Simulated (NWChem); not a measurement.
Species: C₃H₁₂O₄Si₂; SMILES CO[Si](OC)(OC)O[SiH3]

```xyz
21

C     -0.9227     1.7674    -2.1220
O      0.1273     1.1538    -1.4226
Si     0.0085     0.3222    -0.0163
O      1.5292     0.1277     0.5728
C      2.5166     1.1230     0.6416
O     -1.0006     1.1857     0.9529
C     -1.6181     0.7280     2.1254
O     -0.5962    -1.1958    -0.1815
Si    -0.0182    -2.7526    -0.3102
H     -0.4988     2.5026    -2.8229
H     -1.6154     2.2907    -1.4416
H     -1.4994     1.0300    -2.7073
H      3.4760     0.6494     0.8990
H      2.2843     1.8723     1.4187
H      2.6317     1.6476    -0.3218
H     -2.1157    -0.2453     1.9728
H     -0.8935     0.6192     2.9516
H     -2.3787     1.4613     2.4338
H      1.0928    -2.8299    -1.3039
H      0.4676    -3.2398     1.0141
H     -1.1472    -3.6132    -0.7647
```
Atoms are numbered in this order, from 1.

Program: NWChem. All runs use the structure optimised with PBE0/def2-SVP. No frequency run checked for a minimum. Total energies compare along this basis series because the functional is fixed.

```csv
level,basis functions,energy (Ha),highest occupied level (eV),orbital gap (eV)
PBE0/def2-SVP,194,-1000.3930,-8.00,8.76
PBE0/def2-SVPD,296,-1000.4306,(withheld),(withheld)
PBE0/def2-TZVP,363,-1001.1106,-8.14,8.36
```

Complete the blanks.


- PBE0/def2-SVPD, highest occupied level (eV): -8.21
- PBE0/def2-SVPD, orbital gap (eV): 8.29
